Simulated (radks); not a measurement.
Minus the highest occupied eigenvalue as an estimate of the ionisation energy, C to C5+. The LB94 potential has the -1/r tail that LDA and GGA lack but no energy functional. Method: scalar-relativistic Kohn-Sham, LB94 model potential, spin-polarised, spherical densities, finite nucleus; open shells are filled with parallel spins first; Fermi nuclear charge, rms radius 2.4702 fm; computed with a radial shooting solver on a logarithmic mesh with Libxc functionals.

[
 {"species": "C", "configuration": "[He] 2s2 2p2", "HOMO": "2p up", "-e(HOMO) (eV)": "10.896", "<r> (bohr)": "1.69", "IE, NIST (eV)": "11.260", "kind": "exp."},
 {"species": "C+", "configuration": "[He] 2s2 2p1", "HOMO": "2p up", "-e(HOMO) (eV)": "23.590", "<r> (bohr)": "1.45", "IE, NIST (eV)": "24.383", "kind": "exp."},
 {"species": "C2+", "configuration": "[He] 2s2", "HOMO": "2s", "-e(HOMO) (eV)": "46.328", "<r> (bohr)": "1.37", "IE, NIST (eV)": "47.888", "kind": "exp."},
 {"species": "C3+", "configuration": "[He] 2s1", "HOMO": "2s up", "-e(HOMO) (eV)": "63.901", "<r> (bohr)": "1.28", "IE, NIST (eV)": "64.494", "kind": "exp."},
 {"species": "C4+", "configuration": "[He]", "HOMO": "1s", "-e(HOMO) (eV)": "382.13", "<r> (bohr)": "0.268", "IE, NIST (eV)": "392.09", "kind": "theory"},
 {"species": "C5+", "configuration": "1s1", "HOMO": "1s up", "-e(HOMO) (eV)": "476.99", "<r> (bohr)": "0.251", "IE, NIST (eV)": "489.99", "kind": "theory"}
]

Reference values: NIST Atomic Spectra Database (exp. = measured, semi-emp. = semi-empirical, theory = theoretical value adopted there). Open shells are spherical and high-spin; term and fine-structure splittings are not resolved.
